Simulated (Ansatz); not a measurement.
Ideal-gas functions of `C[NH][Ga]([F])[Cl]` at 600 K and 1 bar, from an Ansatz frequency run at PBE0-D4/def2-TZVP.

Molar mass 154.22 g/mol, point group Cs (symmetry number 1), electronic degeneracy 1, moments of inertia 100.089, 302.31, 399.226 u Å². Harmonic wavenumbers (cm⁻¹, unscaled): 90, 92, 126, 159, 177, 298, 437, 437, 662, 705, 1101, 1139, 1148, 1399, 1462, 1488, 1514, 3020, 3070, 3127, 3644.

Use S(trans) = R[1.5 ln M + 2.5 ln T − 1.1517]; rotational temperatures θ = 24.2544 K / I; S(rot) = R[ln(√π/σ · √(T³/θAθBθC)) + 1.5]; for each mode x = 1.438777 ν̃/T, S = R[x/(eˣ − 1) − ln(1 − e⁻ˣ)] and H = RT x/(eˣ − 1); 1 cm⁻¹ = 0.0119627 kJ/mol; R = 8.31446 J/(mol·K).

By hand: the entropy, in J/(mol·K).

Translation 186.2. Rotation: θ = 0.2423, 0.0802, 0.0608 K, giving 125.0. Vibration, mode by mode: 21.08, 20.90, 18.30, 16.38, 15.50, 11.28, 8.30, 8.30, 5.29, 4.87, 2.30, 2.14, 2.11, 1.30, 1.16, 1.10, 1.05, 0.05, 0.04, 0.04, 0.01, in all 141.5. Electronic 0.0. Sum 452.7 J/(mol·K).

By hand: H − E and G − E in kJ/mol, counted from the electronic energy.

Zero-point energy ½ × 25295 × 0.0119627 = 151.3; thermal vibration 39.4; translation, rotation and pV give 4 RT = 20.0. H − E = 210.7 kJ/mol, and G − E = 210.7 − 600 × 452.7/1000 = -60.9 kJ/mol.

Vibration gives 31 % of the entropy, 60.3 J/(mol·K) of it from the modes under 150 cm⁻¹: soft modes count most, and the harmonic formula is weakest for them. The sum counts one conformer and one mirror image; others add a mixing term.
